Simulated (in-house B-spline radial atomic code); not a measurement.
Configurations of Cu V (Cu4+), with energies counted from [Ar] 3d7. Method: non-relativistic B97-1, spin-polarised, spherical fractional occupations, point nucleus. Calculated with a radial B-spline atomic code at the basis-set limit. Shells without spins written out take the highest spin.

Caution: exact exchange at fractional occupations of open shells leaves self-interaction of up to several eV.

Occupations are held fixed; configurations that lie above the ionisation limit could autoionise.

```csv
configuration,E - E(ref) (eV),highest orbital,its <r> (bohr)
"[Ar] 3d(4 up, 3 down)",5.181,3d down,0.8083
"[Ar] 3d(1 up, 5 down) 4s(1 up, 0 down)",23.526,4s up,1.891
[Ar] 3d6 4d1,47.611,4d up,2.649
"[Ar] 3d(3 up, 3 down) 4d(0 up, 1 down)",58.824,4d down,2.668
[Ne] 3s2 3p5 3d7 4p1,106.28,4p up,2.075
"[Ne] 3s2 3p(2 up, 3 down) 3d(3 up, 4 down) 4p(0 up, 1 down)",113.78,4p down,2.081
```

Order these further configurations by energy, lowest first.
A. [Ne] 3s2 3p5 3d7 4s1
B. [Ar] 3d6 4p1
C. [Ar] 3d6 4s1
D. [Ne] 3s2 3p5 3d8
E. [Ar] 3d6 4f1

C (22.693 eV), B (33.293 eV), E (58.066 eV), D (71.572 eV), A (95.638 eV).

How far above the reference does [Ne] 3s2 3p5 3d7 4d1 lie?

120.68 eV; its least bound orbital is 4d up with <r> = 2.642 bohr.

How far above the reference does [Ne] 3s2 3p(2 up, 3 down) 3d(2 up, 5 down) 4f(0 up, 1 down) lie?

131.18 eV; its least bound orbital is 4f down with <r> = 3.5 bohr.
